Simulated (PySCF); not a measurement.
**Electron correlation in Si⁺ (silicon, charge +1)**

[Ne] 3s2 3p1, 2P determinant. All numbers are calculated (PySCF 2.14, the spin-free X2C one-electron Hamiltonian (Gaussian nucleus), in cc-pVDZ-DK). Frozen: [Ne]; 3 electrons correlated.

MP2 pair energies summed by pair of shells (mhartree):

| pair | energy | share (%) |
| --- | --- | --- |
| 3s-3s | -20.25 | 58.3 |
| 3s-3p | -14.47 | 41.7 |

Total MP2 correlation energy: -34.72 mhartree.

Same-spin part -2.22 and opposite-spin part -32.50 mhartree; SCS-MP2 scales them by 1/3 and 6/5 to -39.74 mhartree.

```
  level  correlation energy (mhartree)
   CCSD                         -53.03
    (T)                          -0.63
CCSD(T)                         -53.66
```

Diagnostics: T1 = 0.012, D1 = 0.0275, largest double amplitude 0.109.

Q: Is a single reference adequate?

A: Mostly. T1 lies below 0.03, but a double amplitude of this size points to a near-degeneracy that CCSD handles and MP2 describes poorly.
